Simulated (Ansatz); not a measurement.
`O[Si@H](F)[Si@@H](O)F` + `C=N` → `C=N[SiH](O)F` + `O[SiH2]F`  (cleavage of the Si–Si bond)

Isolated molecules relaxed with PBE0-D4/def2-TZVP in Ansatz; ΔE leaves out vibrations. CBS: MP2 limit from def2 TZ/QZ plus the TZ coupled-cluster correction, frozen cores. This one scheme is used for every species. Functionals use def2-TZVPP. One conformer a species, not always the lowest.

CCSD(T)/CBS gives -19.9 kcal/mol.

Another level gave -24.7 kcal/mol. Which?
A. SCS-MP2/def2-TZVPP
B. r2SCAN/def2-TZVPP
C. PBE-D4/def2-TZVPP
D. HF/def2-TZVPP

D. HF/def2-TZVPP -24.7, PBE-D4 -14.3, r2SCAN -19.0, SCS-MP2/def2-TZVPP -22.0 kcal/mol.

Largest T1 diagnostic among the species: 0.013.

From PBE to PBE0 (25 % exact exchange), in def2-TZVPP and without D4, ΔE moves by −2.4 kcal/mol. In def2-TZVPP, CCSD(T) changes the Hartree–Fock value by +4.7 kcal/mol (the triples alone add +0.5 kcal/mol) and MP2 by +2.4 kcal/mol.

CCSD(T)/CBS has its own doubt, a few kJ/mol and more with outer-core shells, so smaller differences from it don't rank the levels.
